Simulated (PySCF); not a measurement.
Zr(Cl)3(NH2) (Cl3H2NZr), SMILES [Cl][Zr]([NH2])([Cl])[Cl], multiplicity 1.

Geometry: PBE0-D3(BJ)/def2-SVP. The multiplicity is an assumed one; no other spin state was optimised. The structure was generated by enumeration; whether it is a known compound was not checked. The def2 effective core potentials stand for the cores of Zr; spin–orbit coupling is left out. One conformer was computed; it need not be the lowest.

Two levels are set side by side: TDA-PBE/def2-SVPD (PySCF) and TDA-PBE0/def2-SVPD (PySCF). Vertical, same geometry. The lowest singlet is HOMO→LUMO 99 % with PBE and HOMO→LUMO 97 % with the other functional; states are paired by order. Differences are taken from unrounded values.

```csv
quantity,TDA-PBE0,TDA-PBE,TDA-PBE minus TDA-PBE0
lowest singlet excitation (eV),4.57,4.02,-0.55
lowest triplet excitation (TDA) (eV),4.44,3.91,-0.54
```

A lower first singlet is the usual sign of a functional without exact exchange. Differences between two approximate levels are no errors against the true value.

Rough cost on one machine, each run with all the roots and properties that it gave: TDA-PBE0 against TDA-PBE about 2 times.
